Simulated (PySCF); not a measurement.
Computed shifts of a molecule CH₅ClFNSi, PySCF with KT2/pcSseg-1, GIAO, gas phase, equivalent atoms averaged, in ppm (number of nuclei): ¹³C: 1.2 (1). ²⁹Si: 3.4 (1). ¹⁵N: 44.8 (1). ¹⁹F: -133.1 (1). ¹H: 1.62 (1), 1.46 (1), 0.66 (3). References: ¹³C against TMS (σ = 185.1 ppm); ²⁹Si against TMS (σ = 361.9 ppm); ¹⁵N against NH3 (σ = 266.2 ppm); ¹⁹F against CFCl3 (σ = 127.1 ppm); ³⁵Cl against HCl (σ = 945.4 ppm); ¹H against TMS (σ = 31.47 ppm), references at their B3LYP-D3(BJ)/def2-TZVP geometries, non-relativistic (without spin–orbit terms, shifts of atoms bonded to Cl or Br come out too high). Coordinates come from a r2SCAN-D4/def2-SVP optimisation. One conformer was computed; it need not be the lowest.

Task: Identify the compound among the candidates.
A. N[Si@@H](Cl)CF
B. C[Si@@](N)(F)Cl
C. NC[Si@H](F)Cl
D. CN[Si@H](F)Cl

Result: B, C[Si@@](N)(F)Cl
